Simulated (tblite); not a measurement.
C₃H₇FO₂Si.
Numbering: `[O:1]=[C:2]([CH2:3][CH2:4][F:5])[O:6][SiH3:7]` (hydrogens: H8, H9 on C3; H10, H11 on C4; H12, H13, H14 on Si7)

Computed with GFN2-xTB (tblite), gas phase: Langevin dynamics at 200 K from the optimised GFN2-xTB geometry, time step 0.5 fs, friction 0.01 fs⁻¹, 2000 steps.

Start geometry:
```
atom  x, y, z in Å
O1     -0.410   -1.027    0.736
C2     -0.192   -0.127   -0.029
C3      1.184    0.312   -0.471
C4      2.274   -0.529    0.178
F5      3.507   -0.100   -0.247
O6     -1.150    0.596   -0.582
Si7    -2.772    0.343   -0.284
H8      1.312    1.367   -0.213
H9      1.240    0.236   -1.559
H10     2.184   -1.582   -0.101
H11     2.256   -0.433    1.267
H12    -3.025    0.546    1.137
H13    -3.284    1.402   -1.141
H14    -3.124   -1.003   -0.718
```

The statistics below take the 31 frames saved every 25 fs from 250 to 1000 fs; their kinetic temperature (all 3N coordinates) averages 203 K.

**Question.** How do the bond lengths spread?

**Answer.** 
| bond | start (Å) | mean (Å) | standard deviation (Å) | shortest (Å) | longest (Å) |
| --- | --- | --- | --- | --- | --- |
| O1=C2 | 1.202 | 1.201 | 0.016 | 1.175 | 1.235 |
| C2–C3 | 1.510 | 1.513 | 0.033 | 1.450 | 1.586 |
| C3–C4 | 1.522 | 1.528 | 0.030 | 1.468 | 1.584 |
| C4–F5 | 1.373 | 1.381 | 0.047 | 1.303 | 1.470 |
| C2–O6 | 1.321 | 1.329 | 0.026 | 1.286 | 1.374 |
| O6–Si7 | 1.669 | 1.671 | 0.028 | 1.612 | 1.726 |
| C3–H8 | 1.093 | 1.097 | 0.026 | 1.048 | 1.143 |
| C3–H9 | 1.093 | 1.097 | 0.023 | 1.053 | 1.164 |
| C4–H10 | 1.094 | 1.093 | 0.025 | 1.051 | 1.136 |
| C4–H11 | 1.094 | 1.098 | 0.027 | 1.045 | 1.176 |
| Si7–H12 | 1.457 | 1.458 | 0.031 | 1.400 | 1.529 |
| Si7–H13 | 1.455 | 1.459 | 0.015 | 1.427 | 1.490 |
| Si7–H14 | 1.457 | 1.458 | 0.019 | 1.410 | 1.506 |

**Question.** Give the same statistics for bond angles, one of each kind among heavy atoms.

**Answer.** 
| angle | start (°) | mean (°) | standard deviation (°) | smallest (°) | largest (°) |
| --- | --- | --- | --- | --- | --- |
| O1–C2–C3 | 124.7 | 124.3 | 2.5 | 118.5 | 128.5 |
| O1–C2–O6 | 123.0 | 122.9 | 2.5 | 117.8 | 128.5 |
| C3–C2–O6 | 112.3 | 112.6 | 2.5 | 109.0 | 120.0 |
| C2–C3–C4 | 111.5 | 111.3 | 3.4 | 103.9 | 116.5 |
| C3–C4–F5 | 109.8 | 109.9 | 3.1 | 103.3 | 116.6 |
| C2–O6–Si7 | 123.2 | 125.6 | 5.9 | 111.7 | 137.3 |

**Question.** How far does each atom move about its mean position (frames aligned on the start, all atoms weighted alike), and what rms force does it feel?

**Answer.** 
```json
{"atom": "O1", "rms displacement (Å)": "0.28", "rms force (eV/Å)": "1.27"}
{"atom": "C2", "rms displacement (Å)": "0.13", "rms force (eV/Å)": "1.86"}
{"atom": "C3", "rms displacement (Å)": "0.10", "rms force (eV/Å)": "1.63"}
{"atom": "C4", "rms displacement (Å)": "0.10", "rms force (eV/Å)": "1.94"}
{"atom": "F5", "rms displacement (Å)": "0.22", "rms force (eV/Å)": "1.46"}
{"atom": "O6", "rms displacement (Å)": "0.17", "rms force (eV/Å)": "1.22"}
{"atom": "Si7", "rms displacement (Å)": "0.08", "rms force (eV/Å)": "1.07"}
{"atom": "H8", "rms displacement (Å)": "0.22", "rms force (eV/Å)": "0.87"}
{"atom": "H9", "rms displacement (Å)": "0.22", "rms force (eV/Å)": "0.74"}
{"atom": "H10", "rms displacement (Å)": "0.24", "rms force (eV/Å)": "0.78"}
{"atom": "H11", "rms displacement (Å)": "0.22", "rms force (eV/Å)": "0.91"}
{"atom": "H12", "rms displacement (Å)": "0.63", "rms force (eV/Å)": "0.63"}
{"atom": "H13", "rms displacement (Å)": "0.66", "rms force (eV/Å)": "0.36"}
{"atom": "H14", "rms displacement (Å)": "0.62", "rms force (eV/Å)": "0.43"}
```

The displacements run from 0.08 to 0.66 Å, the largest at H13.

**Question.** Follow the torsions O1–C2–C3–C4, C2–C3–C4–F5 and O1–C2–O6–Si7 through every second one of these frames.

**Answer.** 
```tsv
t (fs)	O1–C2–C3–C4 (°)	C2–C3–C4–F5 (°)	O1–C2–O6–Si7 (°)
250	18	-178	-1
300	-5	-177	11
350	-14	-171	0
400	-19	-162	8
450	-13	-166	6
500	-9	-174	5
550	-7	178	8
600	-31	172	5
650	-31	173	-18
700	-34	174	-15
750	-28	170	3
800	-8	161	11
850	1	168	13
900	7	171	4
950	6	175	-3
1000	18	-173	-6
```

Largest departure from the start value over all these frames: O1–C2–C3–C4 34° (start 0°), C2–C3–C4–F5 21° (start 180°), O1–C2–O6–Si7 20° (start 0°).

**Question.** How widely does the potential energy scatter, against a harmonic estimate?

**Answer.** Mean 0.31 eV above the start, standard deviation 0.062 eV, range 0.18 to 0.40 eV. For 36 classical harmonic modes at 200 K the canonical values are 36kT/2 = 0.31 eV and kT·√(36/2) = 0.073 eV.

The run is classical and short, so these are rough statistics of one trajectory.

The cost below is that of the whole dynamics run. The run took 16 s of wall time on Arm Neoverse N1, one thread, shared host with 64 logical CPUs at a one-minute load of 18, and the process peaked at 0.18 GiB of memory.
